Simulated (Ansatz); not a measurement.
The same path of a periodic cell of 17 atoms, Y (host Y, host structure hcp, interstitial Y) was run twice with different band settings. Lost on the way: Y4–Y17, Y8–Y17, Y12–Y17, Y16–Y17. Made: Y2–Y17, Y10–Y17, Y14–Y17.

The calculation used DFT PBEsol, scalar-relativistic, plane waves, PAW in Ansatz 0.2.0. Settings: cutoff 420 eV, k mesh 3x3x2, gaussian smearing 0.1 eV, no spin polarisation.

Relaxed end points:

```xyz
17
Lattice="-3.6500 -6.3220 0.0000 5.4750 -3.1610 0.0000 0.0000 0.0000 11.4683" Properties=species:S:1:pos:R:3
Y 0.237 -6.464 0.126
Y 0.014 -4.206 2.904
Y -0.068 -6.288 5.648
Y 0.320 -4.079 8.369
Y -1.838 -2.969 0.258
Y 3.609 -4.195 2.950
Y -1.832 -3.144 5.779
Y 3.783 -4.297 8.729
Y 1.740 -3.118 -0.049
Y 1.822 -1.076 2.903
Y 1.890 -3.201 5.659
Y 1.864 -1.402 8.374
Y -0.175 -0.090 0.253
Y 1.824 -7.379 2.986
Y -0.020 -0.008 5.780
Y 1.404 -7.138 8.462
Y -1.894 -5.228 9.680
```

```xyz
17
Lattice="-3.6500 -6.3220 0.0000 5.4750 -3.1610 0.0000 0.0000 0.0000 11.4683" Properties=species:S:1:pos:R:3
Y 0.411 -6.553 -0.140
Y 0.180 -4.121 3.120
Y -0.007 -6.314 5.853
Y 0.018 -4.203 8.642
Y -1.871 -2.810 -0.231
Y 3.734 -4.255 2.817
Y -1.825 -3.134 5.767
Y 3.582 -4.172 8.525
Y 1.684 -3.074 0.125
Y 1.839 -1.250 3.125
Y 1.867 -3.180 5.818
Y 1.826 -1.066 8.644
Y -0.327 -0.130 -0.233
Y 1.580 -7.227 2.999
Y -0.017 -0.007 5.768
Y 1.886 -7.408 8.515
Y -1.771 -5.304 12.567
```

Common settings: spring 5.0 eV/Å²; optimiser quadratic models (default); force threshold 0.05 eV/Å; end points relaxed.

| run | movable images | climbing image | start path | iteration limit |
| --- | --- | --- | --- | --- |
| 1 | 3 | yes | straight line | 71 |
| 2 | 4 | no | default | 50 |

(1) What does each run give, and how far can it be trusted?

Results:

(1) Run 1: converged after 7 iterations, highest image 0.159 eV above the first end. By the program's own check the climbing image is a first-order saddle point (lowest curvatures found: -0.22 and 0.83 eV/Å²).
Run 2: converged after 5 iterations, highest image 0.159 eV above the first end. No image climbed, so the highest image needn't sit at the top of the path.
Limits of this set-up: coarse k mesh, a small cell, in which the defect meets its images, a typed lattice constant that wasn't relaxed here.
